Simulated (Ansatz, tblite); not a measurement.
Removing and adding an electron: Ge(CCH)H3 (C2H4Ge). The state is a singlet with charge 0. Geometry: r2SCAN-D4/def2-TZVP. Ansatz, gas phase; energy differences of separate SCF runs; the oxidised species was run as a doublet alone; the reduced species was run as a doublet alone.

```xyz
7

Ge   -0.0282    1.0861    0.1655
C     0.0266   -0.7872   -0.1202
C     0.0512   -1.9815   -0.3004
H     0.0784   -3.0335   -0.4634
H    -0.2441    1.7822   -1.1794
H     1.2997    1.5297    0.7818
H    -1.1836    1.4042    1.1161
```

The xTB rows come from tblite. Correlated methods freeze 11 core orbitals; core or outer-core shells of Ge are correlated, in sets that lack core-valence functions. HOMO above LUMO, or a gap near zero within one spin, warns that the state may not be the lowest or that an electron is smeared out.

| level | −HOMO (eV) | vertical IE (eV) | −LUMO (eV) | vertical EA (eV) | HOMO–LUMO gap (eV) | IE − EA (eV) | remarks |
| --- | --- | --- | --- | --- | --- | --- | --- |
| GFN2-xTB | 11.45 | 14.64 | 5.42 | 1.79 | 6.02 | 12.85 | – |
| PBE-D4/def2-TZVPD | 6.97 | – | 0.82 | -1.09 | 6.15 | – | HOMO above zero (-1 doublet) |
| r2SCAN-D4/def2-TZVP | 7.20 | 10.30 | 0.50 | – | 6.69 | – | – |
| PBE0-D4/def2-TZVP | 8.17 | 10.44 | -0.20 | – | 8.37 | – | – |
| MP2/def2-TZVPP | – | 11.03 | – | – | – | – | – |
| CCSD/def2-TZVPP | – | 10.62 | – | – | – | – | – |

Problem. Estimate the rows for GFN1-xTB, HF/def2-TZVPP, PBE-D4/def2-TZVP, r2SCAN-D4/def2-TZVPD, PBE0-D4/def2-TZVPD, CCSD(T)/def2-TZVPP.

Solution. 
```csv
level,−HOMO (eV),vertical IE (eV),−LUMO (eV),vertical EA (eV),HOMO–LUMO gap (eV),IE − EA (eV),remarks
GFN1-xTB,12.84,15.66,6.97,–,5.86,–,–
HF/def2-TZVPP,–,9.27,–,–,–,–,–
PBE-D4/def2-TZVP,6.95,10.28,0.75,–,6.21,–,gap within one spin near zero (+1 doublet)
r2SCAN-D4/def2-TZVPD,7.20,–,0.54,-1.27,6.66,–,HOMO above zero (-1 doublet)
PBE0-D4/def2-TZVPD,8.17,–,-0.11,-1.25,8.28,–,HOMO above zero (-1 doublet)
CCSD(T)/def2-TZVPP,–,10.75,–,–,–,–,–
```

   A HOMO above zero means that the electron is unbound at that level or that self-interaction error raises the level; the energy of removing that electron tells which. Raw xTB energy differences between charge states are shifted by several eV; the methods need an empirical correction for them. A negative affinity means that the extra electron isn't bound; its size then hangs on the basis.
